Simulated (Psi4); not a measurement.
CHF2, charge -1, singlet, at a GFN2-xTB geometry (a gas-phase anion, which may not be bound at this level); B3LYP5/cc-pVTZ (Psi4 1.11).

Here is a job for Psi4.
```
memory 2 GB

molecule {
-1 1
  C    -0.12204909   -0.00422136    0.64509125
  F    -0.02347795    1.13289904   -0.27210005
  F     0.00314120   -1.13074558   -0.28187669
  H     0.91532526    0.00594698    1.11524321
}

set basis cc-pvtz
set scf_type pk
set puream true
set d_convergence 1e-8
set dft_radial_points 99
set dft_spherical_points 590

energy('b3lyp5')
print_variables()
```

Task: Write the output that Psi4 gives for this input, abridged.

Result: 
```
   => Loading Basis Set <=

    Name: CC-PVTZ
    Role: ORBITAL
    Keyword: BASIS

         ---------------------------------------------------------
                                   SCF
               by Justin Turney, Rob Parrish, Andy Simmonett
                          and Daniel G. A. Smith
                              RKS Reference
         ---------------------------------------------------------

  ==> Geometry <==

    Molecular point group: c1
    Full point group: C1

    Geometry (in Angstrom), charge = -1, multiplicity = 1:

       Center              X                  Y                   Z               Mass
    ------------   -----------------  -----------------  -----------------  -----------------
         C           -0.103845504930    -0.004147827395     0.677629636830    12.000000000000
         F           -0.005274364930     1.132972572605    -0.239561663170    18.998403162730
         F            0.021344785070    -1.130672047395    -0.249338303170    18.998403162730
         H            0.933528845070     0.006020512605     1.147781596830     1.007825032230

  Running in c1 symmetry.

  Rotational constants: A =      1.66596  B =      0.33926  C =      0.29168 [cm^-1]
  Rotational constants: A =  49944.20238  B =  10170.74490  C =   8744.46775 [MHz]
  Nuclear repulsion =   65.470876792311998

  Charge       = -1
  Multiplicity = 1
  Electrons    = 26
  Nalpha       = 13
  Nbeta        = 13

  ==> Algorithm <==

  SCF Algorithm Type is PK.
  DIIS enabled.
  MOM disabled.
  Fractional occupation disabled.
  Guess Type is SAD.
  Energy threshold   = 1.00e-06
  Density threshold  = 1.00e-08
  Integral threshold = 1.00e-12

  ==> Primary Basis <==

  Basis Set: CC-PVTZ
    Blend: CC-PVTZ
    Number of shells: 36
    Number of basis functions: 104
    Number of Cartesian functions: 120
    Spherical Harmonics?: true
    Max angular momentum: 3

  ==> DFT Potential <==

   => LibXC <=

    Version 7.1.2
    S. Lehtola, C. Steigemann, M. J. T. Oliveira, and M. A. L. Marques,  SoftwareX 7, 1–5 (2018) (10.1016/j.softx.2017.11.002)

   => Composite Functional: B3LYP5 <=

    B3LYP5 Hyb-GGA Exchange-Correlation Functional

    P. J. Stephens, F. J. Devlin, C. F. Chabalowski, and M. J. Frisch,  J. Phys. Chem. 98, 11623 (1994) (10.1021/j100096a001)

    Deriv               =              1
    GGA                 =           TRUE
    Meta                =          FALSE

    Exchange Hybrid     =           TRUE
    MP2 Hybrid          =          FALSE

   => Exchange Functionals <=

    0.0800   Slater exchange
    0.7200         Becke 88

   => Exact (HF) Exchange <=

    0.2000               HF

   => Correlation Functionals <=

    0.1900   Vosko, Wilk & Nusair (VWN5)
    0.8100   Lee, Yang & Parr

   => LibXC Density Thresholds  <==

    XC_HYB_GGA_XC_B3LYP5:  1.00E-15

   => Molecular Quadrature <=

    Radial Scheme          =       TREUTLER
    Pruning Scheme         =           NONE
    Nuclear Scheme         =       TREUTLER

    Blocking Scheme        =         OCTREE
    BS radius alpha        =              1
    Pruning alpha          =              1
    Radial Points          =             99
    Spherical Points       =            590
    Total Points           =         226362
    Total Blocks           =           1695
    Max Points             =            256
    Max Functions          =            104
    Weights Tolerance      =       1.00E-15

  ==> Integral Setup <==

  Using in-core PK algorithm.
   Calculation information:
      Number of atoms:                   4
      Number of AO shells:              36
      Number of primitives:             86
      Number of atomic orbitals:       120
      Number of basis functions:       104

      Integral cutoff                 1.00e-12
      Number of threads:                 1

  Performing in-core PK
  Using 29817060 doubles for integral storage.
  We computed 220654 shell quartets total.
  Whereas there are 222111 unique shell quartets.

  ==> DiskJK: Disk-Based J/K Matrices <==

    J tasked:                  Yes
    K tasked:                  Yes
    wK tasked:                  No
    Schwarz Cutoff:          1E-12

  Minimum eigenvalue in the overlap matrix is 2.5351191390E-03.
  Reciprocal condition number of the overlap matrix is 5.3158440540E-04.
    Using symmetric orthogonalization.

  ==> Pre-Iterations <==

  SCF Guess: Superposition of Atomic Densities via on-the-fly atomic UHF (no occupation information).

   -------------------------
    Irrep   Nso     Nmo
   -------------------------
     A        104     104
   -------------------------
    Total     104     104
   -------------------------

  ==> Iterations <==

                        Total Energy        Delta E     RMS |[F,P]|

   @RKS iter SAD:  -237.68294732069867   -2.37683e+02   0.00000e+00
   @RKS iter   1:  -238.18723687165547   -5.04290e-01   5.42346e-03 DIIS/ADIIS
   @RKS iter   2:  -238.15707179231308    3.01651e-02   6.48376e-03 DIIS/ADIIS
   @RKS iter   3:  -238.32134891467408   -1.64277e-01   5.18624e-04 DIIS/ADIIS
   @RKS iter   4:  -238.32217542658302   -8.26512e-04   3.04648e-04 DIIS/ADIIS
   @RKS iter   5:  -238.32250738570224   -3.31959e-04   3.91937e-05 DIIS
   @RKS iter   6:  -238.32251459983445   -7.21413e-06   4.95351e-06 DIIS
   @RKS iter   7:  -238.32251469079631   -9.09619e-08   7.80029e-07 DIIS
   @RKS iter   8:  -238.32251469354856   -2.75224e-09   1.58168e-07 DIIS
   @RKS iter   9:  -238.32251469365423   -1.05672e-10   1.70869e-08 DIIS
   @RKS iter  10:  -238.32251469365622   -1.98952e-12   3.12911e-09 DIIS
  Energy and wave function converged.

  ==> Post-Iterations <==

   Electrons on quadrature grid:
      Ntotal   =   26.0000011731 ; deviation = 1.173e-06

    Orbital Energies [Eh]
    ---------------------

    Doubly Occupied:

[...]
      13A      0.071511

    Virtual:

[...]
     104A     11.210738

    Final Occupation by Irrep:
              A
    DOCC [    13 ]
    NA   [    13 ]
    NB   [    13 ]

  @RKS Final Energy:  -238.32251469365622

   => Energetics <=

    Nuclear Repulsion Energy =             65.4708767923119979
    One-Electron Energy =                -468.3223434962955025
    Two-Electron Energy =                 186.1897468743154604
    DFT Exchange-Correlation Energy =     -21.6607948639881549
    Empirical Dispersion Energy =           0.0000000000000000
    VV10 Nonlocal Energy =                  0.0000000000000000
    Total Energy =                       -238.3225146936562169

Computation Completed

Properties will be evaluated at   0.000000,   0.000000,   0.000000 [a0]

Properties computed using the SCF density matrix

 Multipole Moments:

 ------------------------------------------------------------------------------------
     Multipole            Electronic (a.u.)      Nuclear  (a.u.)        Total (a.u.)
 ------------------------------------------------------------------------------------

 L = 1.  Multiply by 2.5417464519 to convert [e a0] to [Debye]
 Dipole X            :         -0.3842070            0.8599947            0.4757877
 Dipole Y            :          0.0044905            0.0034738            0.0079643
 Dipole Z            :         -2.0858013            1.5372161           -0.5485852
 Magnitude           :                                                    0.7262115

 ------------------------------------------------------------------------------------

  Variable Map:
  ----------------------------------------------------------------------------
[...]
  Array Variable Map:
  ----------------------------------------------------------------------------
[...]
[...]
```
